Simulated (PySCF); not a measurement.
**Orbital picture of InP**

revPBE at R = 2.674 Å; In def2-SVPD with ECP28, P def2-SVPD; scalar-relativistic core potentials (PySCF 2.14). State: ³Σ⁻ (triplet), unpaired electrons π ↑↑. Only the outer orbitals are listed, counted within each symmetry, core potentials removing the inner ones.

```tsv
spin	orbital	occ.	ε (eV)	on In (%)	main shells (%)
α	7σ	1	-13.70	6	93 P s
α	8σ	1	-8.43	79	79 In s, 15 P p
α	4π	1	-5.66	10	89 P p
α	4π	1	-5.66	10	89 P p
α	9σ	1	-4.79	40	57 P p, 28 In p, 12 In s
α	5π	0	-2.28	90	89 In p
α	5π	0	-2.28	90	89 In p
α	10σ	0	-0.35	67	39 In p, 19 In s, 16 P s
β	7σ	1	-12.10	12	87 P s, 9 In s
β	8σ	1	-8.14	79	79 In s, 11 P p, 10 P s
β	9σ	1	-4.39	43	54 P p, 34 In p
β	4π	0	-3.81	33	67 P p, 30 In p
β	4π	0	-3.81	33	67 P p, 30 In p
β	5π	0	-1.88	73	68 In p, 25 P p
```

Q: Which are the highest filled and the lowest empty level, where do they sit, and how wide is the gap?

A: Highest filled β 9σ at -4.39 eV (in %: 54 P p, 34 In p); lowest empty β 4π at -3.81 eV (in %: 67 P p, 30 In p); the gap at revPBE is 0.58 eV.

- bond order (Mayer): 1.22
- ⟨S²⟩: 2.007
- charge on In (Mulliken, basis-dependent): 0.22
- charge on In (Löwdin, basis-dependent): 0.06
- dipole moment (positive dipole means In(−)P(+)): -1.94 D

Spin–orbit coupling is left out. The state was picked by a PBE0 search and need not be the measured ground state.
